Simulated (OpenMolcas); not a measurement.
A run on Cu3+ with 6 ligands (water) in octahedral coordination (Th) at 2.01 Å. Ligand basis ANO-RCC-VDZP.

```yaml
Program: OpenMolcas 26.06
Method: "SS-CASPT2, IPEA 0.25 Eh, imaginary shift 0.1 Eh (closed shells correlated: 3s 3p and the ligand valence shells)"
Basis: ANO-RCC-VTZP [6s5p3d2f1g]
Scalar_Hamiltonian: DKH2, point nucleus
Active_space: 8 electrons in 5 orbitals (3d)
State_averaging: 2S+1 = 3 even, 10 roots; 2S+1 = 1 even, 15 roots
Spin-orbit_coupling: state interaction with AMFI integrals over the reference wave functions
```

First CASPT2 step and the start of its output:

```
&CASPT2
Multistate=10 1 2 3 4 5 6 7 8 9 10
NoMult
Frozen=5 6
IPEA=0.25
Imaginary=0.1
MaxIter=60
WThr=0.0 0.3 0.05
PrWF=0.5
NoMix
```

```
--- CASPT2 ---
Orbital specifications:
      -----------------------

      Symmetry species                           1   2
                                                ag  au
      Frozen orbitals                            5   6
      Inactive orbitals                         13  15
      Active orbitals                            5   0
      Secondary orbitals                        79  80
      Deleted orbitals                           0   0
      Number of basis functions                102 101
Type of calculation                        SS-CASPT2
      Fock operator                              state-specific
      IPEA shift                                 0.25
      Real shift                                 0.00
      Imaginary shift                            0.10
      The input orbitals will be transformed to quasi-canonical
Reference energy:       -2108.6921483850
      E2 (Non-variational):      -2.0139682728
      Shift correction:          -0.0013541325
      E2 (Variational):          -2.0153224053
      Total energy:           -2110.7074707904
      Residual norm:              0.0000006794
      Reference weight:           0.69717
      Contributions to the CASPT2 correlation energy
      Active & Virtual Only:         -0.2468687382
      One Inactive Excited:          -0.3768599808
      Two Inactive Excited:          -1.3902395538
Reference energy:       -2108.6528286570
      E2 (Non-variational):      -1.9905462680
      Shift correction:          -0.0017950555
      E2 (Variational):          -1.9923413234
      Total energy:           -2110.6451699804
      Residual norm:              0.0000006149
      Reference weight:           0.69933
      Contributions to the CASPT2 correlation energy
      Active & Virtual Only:         -0.2426390237
...
```

Over all roots the printed reference weights run from 0.21 to 0.70, and roots that are degenerate in the reference spread by up to 72000 cm-1.

Did the run give usable levels, and if not, why?

No. The equations converged, but the reference weight falls to 0.21 for at least one root against 0.70 for the best. A drop of that size marks an intruder state, so the energies of such roots and the levels built on them can't be trusted.
